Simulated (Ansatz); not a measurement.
Cartesian coordinates in Å:
```
C 0.2849 1.0455 0.0790
S -0.9832 0.5875 1.3331
Sn -0.1419 -1.0026 -0.2239
H 1.2552 1.2990 0.4942
H -0.0617 1.7461 -0.6740
H 0.8707 -2.1930 0.4240
H -1.2241 -1.4826 -1.4324
```

The species carries charge 0 and has multiplicity 1. Sn takes the def2 core potential.

(1) List the B3LYP/def2-TZVPP orbital energies in eV (the Gaussian-basis code of Ansatz). (Estimate.)

Answers

(1) Ansatz gave: Occupied: -2417.37, -277.79, -215.33, -159.89, -159.82, -159.66, -139.15, -94.05, -93.95, -93.95, -28.32, -28.28, -28.26, -28.19, -28.14, -20.86, -16.37, -13.90, -12.07, -10.48, -9.54, -8.85, -6.71, -6.37. Lowest empty: -1.25, -0.96, 0.16, 1.05, 1.60, 1.72, 2.27, 3.07.

B3LYP here is the variant with VWN-RPA as its local correlation; programs differ in this.
